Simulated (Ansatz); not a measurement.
Cl2, singlet, geometry from GFN2-xTB.

The Ansatz (a first-principles code) input:
Ansatz 0.2 input:
```yaml
crystal:
  periodic: [false, false, false]
  atoms:
    - {symbol: Cl, position_ang: [-0.00000000, -0.00000000, -1.00842595]}
    - {symbol: Cl, position_ang: [0.00000000, 0.00000000, 1.00842595]}
basis:
  gaussian:
    orbitals: cc-pVTZ
hamiltonian:
  xc: pbe0
```

**Question.** What is the computed total energy (PBE0/cc-pVTZ run with Ansatz)?

**Answer.** -920.1025 Eh

**Question.** What number of basis functions does PBE0/cc-pVTZ give?

**Answer.** 68
